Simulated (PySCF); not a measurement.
Several species in one continuum solvent.

All values: PBE0/pcSseg-1 (PySCF, non-relativistic), each on one gas-phase PBE0-D3(BJ)/def2-SVP geometry that isn't relaxed in the solvent. The solvent is an IEF-PCM continuum (Bondi radii, 1.10 Å for H, scaled by 1.2). Specific hydrogen bonds and non-electrostatic terms are outside this model.

Question: Order them by E(solvent) − E(gas) in chloroform (ε = 4.711), most negative first (kcal/mol).
A. `C/C=C\Cl` (1-chloro-1-propene(Z))
B. `[cH:1]1[cH:2][cH:3][c:4]2[c:5]([cH:6]1)[CH2:7][CH2:8][CH2:9][NH:10]2` with C4–C5–C7–C8 -22°, C5–C7–C8–C9 49°, C7–C8–C9–N10 -58°, C8–C9–N10–C4 42°
C. `N#CC(C#N)C#N`
D. `[CH2:1]=[CH:2][CH2:3][C@H:4]1[CH2:5][SiH2:6][O:7][SiH2:8]1` with C1–C2–C3–C4 -115°, C2–C3–C4–C5 -179°, C3–C4–C5–Si6 163°, C4–C5–Si6–O7 -29°, C5–Si6–O7–Si8 10°, Si6–O7–Si8–C4 8°
E. `[CH2:1]=[C:2]([CH3:3])[Si@H:4]1[CH2:5][CH2:6][SiH2:7][O:8]1` with C1–C2–Si4–C5 -110°, C2–Si4–C5–C6 144°, Si4–C5–C6–Si7 -34°, C5–C6–Si7–O8 28°, C6–Si7–O8–Si4 -10°
F. `[CH:1]#[C:2][C:3]([CH3:4])([CH3:5])[n:6]1[cH:7][cH:8][cH:9][cH:10]1` with C2–C3–N6–C7 -179°

Answer: C (-7.7), F (-4.4), B (-3.8), D (-2.4), E (-2.1), A (-1.6).

```tsv
SMILES	charge	ΔE (kcal/mol)	polarisation term (kcal/mol)	HOMO shift (eV)	dipole gas (D)	dipole solvent (D)	atoms
N#CC(C#N)C#N	0	-7.7	-9.0	+0.31	2.77	3.35	8
C#CC(C)(C)n1cccc1	0	-4.4	-4.8	-0.18	2.32	2.86	21
c1ccc2c(c1)CCCN2	0	-3.8	-4.2	-0.05	2.03	2.61	21
C=CC[C@H]1C[SiH2]O[SiH2]1	0	-2.4	-2.6	+0.10	1.87	2.25	20
C=C(C)[Si@H]1CC[SiH2]O1	0	-2.1	-2.3	+0.03	1.84	2.33	20
C/C=C\Cl	0	-1.6	-1.8	+0.01	1.72	2.12	9
```

Over the 6 neutral species the correlation coefficient of ΔE with the squared gas-phase dipole is -0.99. The polarisation term is half the interaction of the solute with the induced surface charges.
